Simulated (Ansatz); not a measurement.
BrH$_{5}$OSi$_{2}$, SMILES `O[SiH2][SiH2]Br`, relaxed with RKS PBE-D4/def2-SVP in Ansatz from a rough embedded geometry. The force threshold is 0.03 eV/Å; the program also tests the step.

Charge 0, multiplicity 1.

Start:

```xyz
9

O    -0.977    0.526   -1.678
Si    0.369    0.552   -0.765
Si    0.179   -0.890    1.044
Br   -1.485   -0.348    2.234
H    -1.747    1.133   -1.364
H     0.601    1.954   -0.291
H     1.531    0.165   -1.657
H     0.070   -2.300    0.558
H     1.460   -0.793    1.919
```

**Question.** By how much does the energy fall, and how many steps does the optimiser take? (Estimate.)

**Answer.** The calculation gave: 39.29 kJ/mol, in 12 steps, 1 of them rejected.

**Question.** Which bonds change most? (An estimate is asked.)

**Answer.** Ansatz gave: Si3–Br4 from 2.116 to 2.276 Å; O1–Si2 from 1.627 to 1.683 Å; O1–H5 from 1.029 to 0.978 Å; Si3–H9 from 1.554 to 1.504 Å.

**Question.** Give the relaxed structure. (Estimate.)

**Answer.** Ansatz gave: 
```xyz
9

O    -1.057    0.721   -1.531
Si    0.474    0.643   -0.834
Si    0.274   -0.872    0.965
Br   -1.751   -0.266    1.808
H    -1.769    0.699   -0.861
H     0.954    1.962   -0.278
H     1.426    0.182   -1.898
H     0.164   -2.317    0.558
H     1.285   -0.752    2.072
```
